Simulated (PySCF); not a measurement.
**Correlation energy of S (sulfur, neutral)**

[Ne] 3s2 3p3 3d1, high-spin 5D determinant (an excited configuration). Computed with PySCF 2.14 in x2c-QZVPPall with one added diffuse shell each of s, p, d, f type (10s7p5d3f1g, 86 functions), with the spin-free X2C one-electron Hamiltonian (Gaussian nucleus). Frozen: [Ne]; 6 electrons correlated.

| level | correlation energy (mhartree) |
| --- | --- |
| CCSD | -124.42 |
| (T) | -4.82 |
| CCSD(T) | -129.24 |

Diagnostics: T1 = 0.0056, D1 = 0.0115, largest double amplitude 0.042.

The outer electron is Rydberg-like, and this basis confines it to a smaller radius and binds it less than a complete one would.

Cost of the coupled-cluster step: about 27 core-seconds, for 6 correlated electrons.
